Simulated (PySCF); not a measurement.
**Radial density of Al⁻ (aluminium, charge -1)**

LC-wPBE, [Ne] 3s2 3p2, high-spin 3P determinant. All numbers are calculated (PySCF 2.14, no relativity, point nucleus, in aug-cc-pV(D+d)Z).

```csv
r (bohr),4πr²ρ (e/bohr),4πr²(ρα − ρβ)
0.00179,0.05369,0.0000
0.00301,0.1476,0.0000
0.00506,0.3950,-0.0001
0.00851,1.023,-0.0002
0.0143,2.488,-0.0004
0.0241,5.474,-0.0008
0.0405,10.14,-0.0011
0.0681,14.22,0.0004
0.115,13.02,0.0085
0.193,8.666,0.0295
0.324,10.87,0.0511
0.545,11.93,0.0303
0.917,4.460,0.0028
1.54,1.152,0.1647
2.59,1.237,0.4768
4.36,0.5307,0.3582
7.34,0.09296,0.0870
12.3,0.008057,0.0080
20.8,1.229e-05,0.0000
```
